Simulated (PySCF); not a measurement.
# Correlation energy of Re⁺ (rhenium, charge +1)

[Xe] 4f14 5d5 6s1, high-spin 7S determinant. All numbers are calculated (PySCF 2.14, scalar relativity by spin-free X2C-1e, in ANO-RCC-VTZP (8s7p5d3f2g1h, 104 functions)). Frozen: [Xe] 4f14; 6 electrons correlated.

```tsv
level	correlation energy (mhartree)
CCSD	-74.79
(T)	-1.10
CCSD(T)	-75.89
```

Diagnostics: T1 = 0.0042, D1 = 0.0124, largest double amplitude 0.032.

Is a single reference adequate?

Yes, within this model without spin-orbit coupling: T1 lies below 0.03 and no double amplitude reaches 0.07.
